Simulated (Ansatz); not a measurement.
One change: `CNBB(O)S` becomes `BB(O)S`.

Ansatz, PBE0-D4/def2-TZVP geometries, multiplicity 1. Each molecule was computed in one conformer, which needn't be the lowest.

| property | `CNBB(O)S` |
| --- | --- |
| LUMO energy (PBE/def2-TZVPP) / eV | -1.86 |
| HOMO–LUMO gap (B3LYP/def2-TZVPP) / eV | 5.99 |
| LUMO energy (ωB97M-V/def2-TZVPP) / eV | 0.96 |
| size of the dipole moment (B3LYP/def2-TZVPP) / D | 2.09 |
| HOMO energy (PBE0/def2-TZVPP) / eV | -7.41 |
| size of the dipole moment (PBE/def2-TZVPP) / D | 2.07 |

(1) What does the change do to each property? (Estimate.)

Results:

(1) Ansatz gave: 
```
                                        property  `BB(O)S`  shift
               LUMO energy (PBE/def2-TZVPP) / eV     -3.13  -1.27
           HOMO–LUMO gap (B3LYP/def2-TZVPP) / eV      5.05  -0.94
           LUMO energy (ωB97M-V/def2-TZVPP) / eV     -0.26  -1.22
size of the dipole moment (B3LYP/def2-TZVPP) / D      1.97  -0.12
              HOMO energy (PBE0/def2-TZVPP) / eV     -7.68  -0.27
  size of the dipole moment (PBE/def2-TZVPP) / D      1.77  -0.30
```

With PBE0 the HOMO falls by 0.27 eV and the LUMO falls by 1.18 eV, so the gap narrows by about 0.91 eV. PBE moves the HOMO by -0.29 eV and ωB97M-V by -0.26 eV. The zero-point energy changes by -130.2 kJ/mol with -15 modes. Dipoles are sizes alone; their direction can turn.

B3LYP here is the variant with VWN-RPA as its local correlation; programs differ in this.
